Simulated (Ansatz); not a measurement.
`OC=C=[CH][InH2]` + NH₃ → `[NH2][InH2]` + `C=C=CO` at 600 K and 1 bar (ligand exchange at the In–C bond).

Isolated molecules relaxed with PBE0-D4/def2-TZVP in Ansatz; ΔE leaves out vibrations. CCSD(T)/CBS adds triple-zeta CCSD(T) − MP2 to the extrapolated MP2 energy (def2 sets, frozen cores). This one scheme is used for every species. def2 core potentials past Kr. For In outer-core shells are correlated without core-valence functions, which leaves a few kJ/mol of doubt a bond. Each species was taken in one conformer, which may not be the lowest.

| species | CCSD(T)/CBS energy (Eh) | H − E (kJ/mol) | S (J/(mol·K)) |
| --- | --- | --- | --- |
| `OC=C=[CH][InH2]` | -382.04566 | 228.4 | 459.4 |
| NH₃ | -56.50880 | 112.4 | 219.5 |
| `[NH2][InH2]` | -246.90424 | 135.4 | 338.1 |
| `C=C=CO` | -191.65809 | 203.3 | 344.6 |

H − E and S are ideal-gas, rigid-rotor, harmonic terms from PBE0-D4/def2-TZVP, for one conformer and one mirror image of each species. 1 Eh = 2625.50 kJ/mol, R = 8.31446 J/(mol·K).

Question: By hand: ΔE, ΔH, ΔS and ΔG.

Answer: ΔE = (-246.90424) + (-191.65809) − (-382.04566) − (-56.50880) = -0.00787 Eh = -20.7 kJ/mol. Δ(H − E) = 135.4 + 203.3 − 228.4 − 112.4 = -2.1, so ΔH = -22.8 kJ/mol. ΔS = 338.1 + 344.6 − 459.4 − 219.5 = 3.8 J/(mol·K). ΔG = -22.8 − 600 × (3.8)/1000 = -25.1 kJ/mol.

Question: By hand: the equilibrium constant, and the temperature at which ΔG would vanish if ΔH and ΔS stayed fixed.

Answer: log₁₀ K = −ΔG/(RT ln 10) = 2.2. ΔH and −TΔS have one sign here, so there is no such temperature. One of them is within its doubt of zero, so this could turn.

The number of gas molecules stays the same, so ΔS is small and ΔH decides. A doubt of 5 kJ/mol in ΔE shifts log₁₀ K by 0.4 here. Other conformers and mirror images would add mixing entropy, several J/(mol·K) or more a flexible species. These are equilibria of isolated gas molecules and say nothing of rates. Largest T1 diagnostic: 0.016 (customary marks: 0.02 for closed shells, 0.045 for open ones).
